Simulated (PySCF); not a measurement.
I₂Pb (SMILES [I][Pb][I]), singlet, geometry from GFN2-xTB (such geometries of metal compounds can be far from the true shape) (core potentials on I, Pb); DF-B3LYP5/def2-TZVP (PySCF).

Input for PySCF:
```python
from pyscf import gto, scf, dft

mol = gto.Mole()
mol.atom = '''
    Pb   -0.00852880   -0.00721361    0.96279553
    I     1.06067820   -1.86389256   -0.74947342
    I    -1.04748270    1.87505324   -0.74013476
'''
mol.basis = 'def2-tzvp'
mol.ecp = {'I': 'def2-tzvp', 'Pb': 'def2-tzvp'}
mol.verbose = 4
mol.build()

mf = dft.RKS(mol)
mf.xc = 'b3lyp5'
mf = mf.density_fit(auxbasis='def2-universal-jkfit')
mf.kernel()
```

Task: What does PySCF print? Leave out banner, timings and long lists.

Result: 
```
PySCF version 2.14.0

[INPUT] verbose = 4
[INPUT] num. atoms = 3
[INPUT] num. electrons = 72
[INPUT] charge = 0
[INPUT] spin (= nelec alpha-beta = 2S) = 0
[INPUT] symmetry False subgroup None
[INPUT] Mole.unit = angstrom
[INPUT] Symbol           X                Y                Z      unit          X                Y                Z       unit  Magmom
[INPUT]  1 Pb    -0.008528800000  -0.007213610000   0.962795530000 AA   -0.016117096171  -0.013631747269   1.819419865655 Bohr   0.0
[INPUT]  2 I      1.060678200000  -1.863892560000  -0.749473420000 AA    2.004391304297  -3.522246464014  -1.416299501441 Bohr   0.0
[INPUT]  3 I     -1.047482700000   1.875053240000  -0.740134760000 AA   -1.979455423220   3.543337092578  -1.398651991671 Bohr   0.0

nuclear repulsion = 289.288001874111
number of shells = 48
number of NR pGTOs = 281
number of NR cGTOs = 150
basis = def2-tzvp
ecp = {'I': 'def2-tzvp', 'Pb': 'def2-tzvp'}

******** <class 'pyscf.df.df_jk.DFRKS'> ********
method = DFRKS
initial guess = minao
damping factor = 0
level_shift factor = 0
DIIS = <class 'pyscf.scf.diis.CDIIS'>
diis_start_cycle = 1
diis_space = 8
diis_damp = 0
SCF conv_tol = 1e-09
SCF conv_tol_grad = None
SCF max_cycles = 50
direct_scf = False
XC library pyscf.dft.libxc version 7.1.2
    S. Lehtola, C. Steigemann, M. J. T. Oliveira, and M. A. L. Marques,  SoftwareX 7, 1–5 (2018)
XC functionals = b3lyp5
    P. A. M. Dirac,  Math. Proc. Cambridge Philos. Soc. 26, 376 (1930)
    F. Bloch,  Z. Phys. 57, 545 (1929)
    A. D. Becke,  Phys. Rev. A 38, 3098 (1988)
    C. Lee, W. Yang, and R. G. Parr,  Phys. Rev. B 37, 785 (1988)
    B. Miehlich, A. Savin, H. Stoll, and H. Preuss,  Chem. Phys. Lett. 157, 200 (1989)
    S. H. Vosko, L. Wilk, and M. Nusair,  Can. J. Phys. 58, 1200 (1980)
radial grids:
    Treutler-Ahlrichs [JCP 102, 346 (1995); DOI:10.1063/1.469408] (M4) radial grids

becke partition: Becke, JCP 88, 2547 (1988); DOI:10.1063/1.454033
pruning grids: <function nwchem_prune>
grids dens level: 3
symmetrized grids: False
atomic radii adjust function: <function treutler_atomic_radii_adjust>
small_rho_cutoff = 0
Set gradient conv threshold to 3.16228e-05
Initial guess from minao.
tot grids = 67144
******** <class 'pyscf.df.df.DF'> ********
auxbasis = def2-universal-jkfit
init E= -671.229623668782
  HOMO = -1.47196342305212  LUMO = -1.16466310565959  gap/eV = 8.36207
cycle= 1 E= -784.374528211459  delta_E= -113  |g|= 5.05  |ddm|=   29
  HOMO = 0.0550957684655401  LUMO = 0.0561756577328865  gap/eV = 0.02939
cycle= 2 E= -780.63038017777  delta_E= 3.74  |g|= 6.09  |ddm|= 16.4
  HOMO = -0.277549443651937  LUMO = -0.0904588986691746  gap/eV = 5.09099
cycle= 3 E= -787.69099347905  delta_E= -7.06  |g|=  1.6  |ddm|= 12.1
  HOMO = -0.250018912137188  LUMO = -0.170007844125592  gap/eV = 2.17721
cycle= 4 E= -788.271921794229  delta_E= -0.581  |g|= 0.802  |ddm|= 3.25
  HOMO = -0.235781969140897  LUMO = -0.110121863048028  gap/eV = 3.41939
cycle= 5 E= -788.391562619044  delta_E= -0.12  |g|= 0.271  |ddm|= 0.932
  HOMO = -0.247089260526671  LUMO = -0.123506342045235  gap/eV = 3.36286
cycle= 6 E= -788.39923535223  delta_E= -0.00767  |g|= 0.114  |ddm|= 0.246
  HOMO = -0.255361488290432  LUMO = -0.118274220868924  gap/eV = 3.73033
cycle= 7 E= -788.402885518066  delta_E= -0.00365  |g|= 0.037  |ddm|= 0.196
  HOMO = -0.254767223488513  LUMO = -0.120645819400046  gap/eV = 3.64963
cycle= 8 E= -788.403298143571  delta_E= -0.000413  |g|= 0.00785  |ddm|= 0.0571
  HOMO = -0.254193782423293  LUMO = -0.120305007238098  gap/eV = 3.64330
cycle= 9 E= -788.403308708526  delta_E= -1.06e-05  |g|= 0.00124  |ddm|= 0.00925
  HOMO = -0.254196698087452  LUMO = -0.120177834531209  gap/eV = 3.64684
cycle= 10 E= -788.403309232718  delta_E= -5.24e-07  |g|= 0.000448  |ddm|= 0.00221
  HOMO = -0.254203279089708  LUMO = -0.120211544942756  gap/eV = 3.64610
cycle= 11 E= -788.403309288717  delta_E= -5.6e-08  |g|= 9.3e-05  |ddm|= 0.000617
  HOMO = -0.25420296932201  LUMO = -0.120217191273113  gap/eV = 3.64594
cycle= 12 E= -788.403309291063  delta_E= -2.35e-09  |g|= 1.2e-05  |ddm|= 0.000127
  HOMO = -0.254201850477808  LUMO = -0.120216192111901  gap/eV = 3.64594
cycle= 13 E= -788.403309291105  delta_E= -4.23e-11  |g|= 2.62e-06  |ddm|= 2.11e-05
  HOMO = -0.254201932290736  LUMO = -0.120216694672782  gap/eV = 3.64592
Extra cycle  E= -788.403309291103  delta_E= 2.73e-12  |g|= 4.27e-06  |ddm|= 8.27e-06
converged SCF energy = -788.403309291103
```
